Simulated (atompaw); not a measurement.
**What one change does to a pseudopotential (C, PAW (atompaw))**

carbon (C), PAW, made with atompaw 4.2.0.5 (PBEsol, scalar-relativistic). Core [He], reference 2s2 2p2. Waves: 2s (bound): rc 1.00 bohr; 2s channel at 1.85 Ry: rc 3.00 bohr; 2p (bound): rc 3.00 bohr; 2p channel at 2.55 Ry: rc 3.00 bohr. Local part: bessel scheme, radius 2.10 bohr. Core correction: smooth core density matched at 1.90 bohr. Augmentation charge: sinc compensation charge, radius 2.40 bohr; PAW radius 3.00 bohr; waves and projectors: custom rrkj gramschmidtortho.

All-electron outer shells of the reference configuration (PBEsol, scalar-relativistic, ld1.x):

```json
{"shell": "1s", "level (eV)": "-272.04", "outermost node (bohr)": "–", "outermost maximum (bohr)": "0.18"}
{"shell": "2s", "level (eV)": "-13.65", "outermost node (bohr)": "0.38", "outermost maximum (bohr)": "1.22"}
{"shell": "2p", "level (eV)": "-5.23", "outermost node (bohr)": "–", "outermost maximum (bohr)": "1.20"}
```

Change: reference 2s2 2p0.5.

Cutoffs: the cutoffs (Ry, on a coarse ladder) from which the occupation-weighted sum of valence levels, in a spherical-Bessel basis at the reference potential, stays within 10 and 1 mRy of its value at 400 Ry; they do not see the model core or the augmentation charge, which bear on the density cutoff.

What does the change do?

The potential gets neither clearly harder nor softer (30 Ry and 40 Ry → 30 Ry and 40 Ry); the s channel sets the loose cutoff, while the largest relative change is in p, which becomes harder; the range in which the s phases agree narrows (upper end 4.1 → -0.3); the range in which the p phases agree narrows (upper end 4.7 → -1.5); neither file shows a bound ghost.

| quantity | base | changed |
| --- | --- | --- |
| cutoff, loose | 30 Ry | 30 Ry |
| cutoff, tight | 40 Ry | 40 Ry |
| loose cutoff by channel (10 mRy a level) | s 25 Ry, p 6 Ry | s 30 Ry, p 8 Ry |
| bound ghosts | none | none |
| s: phases at 3.00 bohr within 0.05 rad from the reference energy up to (Ry; the scan ends near 5) | 4.1 | -0.3 |
| p: phases at 3.00 bohr within 0.05 rad from the reference energy up to (Ry; the scan ends near 5) | 4.7 | -1.5 |
| lowest overlap eigenvalue by channel | s 0.69, p 0.79 | s 0.57, p 0.83 |

 The cutoffs see the waves, projectors and local potential, not the compensation charge or the core.
